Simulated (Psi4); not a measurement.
A dimer, HCl ··· CH3Cl (SMILES Cl and CCl); the first 2 atoms form monomer A.

```
7

Cl     0.6410     0.0000     0.0000
H     -0.6410     0.0000     0.0000
C     -2.2913    -2.2696     0.7079
Cl    -2.7580    -0.6117     0.2043
H     -2.7678    -2.9775     0.0366
H     -1.2106    -2.3539     0.6467
H     -2.6290    -2.4247     1.7281
```

### Question
What interaction energy does SAPT0/jun-cc-pVDZ, frozen core run with Psi4 give, and which attractive term is the largest?

### Answer
Total -1.92 kcal/mol: electrostatics -6.63, exchange 10.88, induction -3.53, dispersion -2.63. The most attractive term is electrostatics.
